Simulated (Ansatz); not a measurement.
The cluster Te₃Pd₂. The state is a singlet with charge 0. Geometry r2SCAN-D4/def2-SVP.

```xyz
5

Pd    1.2788   -0.4406    0.4065
Pd   -0.8415    0.9232    1.6890
Te    0.4788   -0.8684   -2.0232
Te   -1.1443   -1.3425    0.4614
Te    0.2282    1.7283   -0.5336
```

In the def2 sets Pd, Te take a core potential; there is no spin–orbit coupling. HSE06 is defined as in plane-wave codes, on full-range PBE exchange. The restricted singlet is unstable towards broken spin symmetry in Hartree–Fock (as tested in another run); at PBE-D4/def2-SVP, PBE0-D4/def2-SVP, PBE0-D4/def2-TZVP, HSE06-D4/def2-TZVP and others this wasn't settled. No other spin state of charge 0 was run. Another isomer (singlet) lies 0.67 eV lower at PBE0-D4/def2-TZVP; other spin states weren't run for this one.

(1) Estimate the orbital energies around the gap (eV) in Ansatz with PBE-D4/def2-SVP, PBE0-D4/def2-SVP, PBE0-D4/def2-TZVP, HSE06-D4/def2-TZVP, CAM-B3LYP-D4/def2-TZVP.

## Answers

(1) 
```tsv
orbital	PBE-D4/def2-SVP	PBE0-D4/def2-SVP	PBE0-D4/def2-TZVP	HSE06-D4/def2-TZVP	CAM-B3LYP-D4/def2-TZVP
HOMO−13	-8.47	-9.66	-9.56	-9.17	-10.79
HOMO−12	-8.11	-9.29	-9.21	-8.82	-10.46
HOMO−11	-7.71	-8.99	-8.93	-8.53	-10.24
HOMO−10	-7.46	-8.65	-8.58	-8.19	-9.84
HOMO−9	-6.98	-8.40	-8.33	-7.94	-9.66
HOMO−8	-6.96	-8.26	-8.20	-7.80	-9.51
HOMO−7	-6.53	-8.02	-7.95	-7.55	-9.29
HOMO−6	-6.22	-7.55	-7.49	-7.09	-8.78
HOMO−5	-6.00	-7.32	-7.25	-6.86	-8.55
HOMO−4	-5.91	-7.07	-7.01	-6.62	-8.19
HOMO−3	-5.78	-7.03	-6.96	-6.59	-8.00
HOMO−2	-5.34	-6.49	-6.42	-6.04	-7.56
HOMO−1	-4.89	-5.81	-5.79	-5.41	-6.89
HOMO	-4.43	-5.34	-5.32	-4.94	-6.40
LUMO	-4.18	-3.62	-3.55	-3.90	-2.71
LUMO+1	-3.69	-3.03	-2.96	-3.32	-2.03
LUMO+2	-3.26	-2.61	-2.54	-2.90	-1.68
LUMO+3	-2.50	-1.72	-1.72	-2.07	-0.92
LUMO+4	-1.99	-1.14	-1.17	-1.53	-0.34
LUMO+5	-0.21	0.38	0.33	-0.01	1.03
```
